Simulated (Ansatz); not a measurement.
Reaction (redistribution): `CO[SiH2]C` + `CN1CB[SiH2]1` → `CO[SiH](C)C` + `B1CN[SiH2]1`

Gas-phase electronic energies from Ansatz, PBE0-D4/def2-TZVP geometries. CBS: MP2 limit from def2 TZ/QZ plus the TZ coupled-cluster correction, frozen cores. Functionals use def2-TZVPP. Each species was taken in one conformer, which may not be the lowest.

Task: Is it downhill or uphill in electronic energy at CCSD(T)/CBS, and by how much? (An estimate is asked.)

Result: The calculation gave: Downhill: ΔE = -0.75 eV.

Task: What do these levels give: PBE-D4, ωB97M-V, PBE, HF/def2-TZVPP, HF/CBS(def2), CCSD/CBS(def2)? (An estimate is asked.)

Result: Computed: PBE-D4 -0.69, ωB97M-V -0.76, PBE -0.69, HF/def2-TZVPP -0.67, HF/CBS(def2) -0.67, CCSD/CBS(def2) -0.76 eV.

Largest T1 diagnostic among the species: 0.012.

In def2-TZVPP, CCSD(T) changes the Hartree–Fock value by −0.04 eV (the triples alone add +0.00 eV) and MP2 by −0.06 eV.
